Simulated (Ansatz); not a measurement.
```xyz
2

Si    0.0000    0.0000   -0.0945
H     0.0000    0.0000    1.3229
```

Basis set: def2-TZVP (spherical functions). Frozen core: 5 orbitals. Charge 0, multiplicity 2.

Computed with Ansatz (development build ahead of 0.2.0); each method stands on the lowest determinant of its kind that the runs found.

(1) Give the atomization energy at this shape (free ground-state atoms in the same class of orbitals less the molecule, no zero-point energy) of doublet SiH by UHF-MP2, UHF.

Answers

(1)

```
 method  atomization energy
UHF-MP2             2.72 eV
    UHF             2.18 eV
```
